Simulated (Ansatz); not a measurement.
Consider the atomization: `CCBCF` → B• + 3 C• + F• + 8 H•.

Gas-phase electronic energies from Ansatz, PBE0-D4/def2-TZVP geometries. CCSD(T)/CBS is the MP2 limit (def2-TZVPP, def2-QZVPP) plus CCSD(T) − MP2 in def2-TZVPP, frozen cores. This one scheme is used for every species, atoms too. For atomizations the MP2-based limit and the directly extrapolated one differ by several kJ/mol either way, and by 10 to 25 for some Ge, Se and Sn compounds, so smaller differences from it don't rank the levels. DFT in def2-TZVPP. B3LYP here is the variant with VWN-RPA as its local correlation; programs differ in this. Open shells (•) are unrestricted, without spin–orbit coupling. Spin–orbit coupling would lower the free atoms: a little for B, C, F. Each species was taken in one conformer, which may not be the lowest.

```csv
level,ΔE (kcal/mol),difference from CCSD(T)/CBS
PBE-D4,1216.3,26.4
B3LYP-D4,1196.0,6.1
BLYP,1180.0,-9.9
r2SCAN,1197.4,7.5
B3LYP,1188.7,-1.2
BHLYP,1163.5,-26.4
HF/def2-SVP,924.2,-265.7
CCSD/def2-SVP,1135.6,-54.3
CCSD(T)/def2-TZVPP,1165.1,-24.8
HF/CBS(def2),910.3,-279.6
CCSD(T)/CBS,1189.9,0
```

Largest T1 diagnostic among the species: 0.014.

From r2SCAN to r2SCAN0 (25 % exact exchange), in def2-TZVPP and without D4, ΔE moves by −12.9 kcal/mol: exact exchange takes away binding that semilocal exchange gives to molecules. At CCSD(T), def2-SVP lies −45.6 kcal/mol from the extrapolated value and def2-TZVPP −24.8 kcal/mol: correlation converges slowly with the basis, and small sets miss more of it in the bonded molecule than in its fragments.
